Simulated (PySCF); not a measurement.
Dissociation curve of CaH, doublet.

- UKS-B3LYP = PySCF with unrestricted B3LYP/def2-SVP
- UHF/def2-SVP (PySCF)
- UKS-BLYP = unrestricted BLYP/def2-SVP in PySCF
- UCCSD = CCSD on UHF/def2-SVP, 5 core orbitals frozen in PySCF
- UMP2 = MP2 on UHF/def2-SVP, 5 core orbitals frozen (PySCF)

Energies are in kJ/mol, each relative to the lowest point of its own curve near equilibrium.

```json
[
 {"R / Å": "1.58", "UKS-B3LYP": "78.1", "UHF": "108.7", "UKS-BLYP": "76.1", "UCCSD": "94.3", "UMP2": "93.5"},
 {"R / Å": "1.68", "UKS-B3LYP": "39.4", "UHF": "60.3", "UKS-BLYP": "38.3", "UCCSD": "50.5", "UMP2": "49.7"},
 {"R / Å": "1.78", "UKS-B3LYP": "16.0", "UHF": "29.0", "UKS-BLYP": "15.5", "UCCSD": "23.0", "UMP2": "22.2"},
 {"R / Å": "1.89", "UKS-B3LYP": "3.1", "UHF": "9.3", "UKS-BLYP": "3.0", "UCCSD": "6.5", "UMP2": "5.9"},
 {"R / Å": "1.94", "UKS-B3LYP": "0.7", "UHF": "4.3", "UKS-BLYP": "0.7", "UCCSD": "2.6", "UMP2": "2.2"},
 {"R / Å": "1.99", "UKS-B3LYP": "0.0", "UHF": "1.3", "UKS-BLYP": "0.0", "UCCSD": "0.5", "UMP2": "0.2"},
 {"R / Å": "2.05", "UKS-B3LYP": "1.0", "UHF": "0.0", "UKS-BLYP": "1.0", "UCCSD": "0.0", "UMP2": "0.0"},
 {"R / Å": "2.12", "UKS-B3LYP": "4.4", "UHF": "1.1", "UKS-BLYP": "4.2", "UCCSD": "1.7", "UMP2": "2.1"},
 {"R / Å": "2.19", "UKS-B3LYP": "9.6", "UHF": "4.6", "UKS-BLYP": "9.2", "UCCSD": "5.3", "UMP2": "6.1"},
 {"R / Å": "2.34", "UKS-B3LYP": "25.1", "UHF": "17.7", "UKS-BLYP": "24.0", "UCCSD": "17.7", "UMP2": "19.9"},
 {"R / Å": "2.46", "UKS-B3LYP": "40.1", "UHF": "32.0", "UKS-BLYP": "38.2", "UCCSD": "30.6", "UMP2": "34.2"},
 {"R / Å": "2.70", "UKS-B3LYP": "72.0", "UHF": "64.6", "UKS-BLYP": "68.4", "UCCSD": "59.3", "UMP2": "67.4"}
]
```

At the longest distance, 2.70 Å, UKS-B3LYP lies highest above its minimum (72.0 kJ/mol) and UCCSD lowest (59.3 kJ/mol).

The scan ran from 1.58 to 7.99 Å; beyond the distances shown one of the unrestricted levels run for this scan, shown here or not, changes its spin distribution in one step.
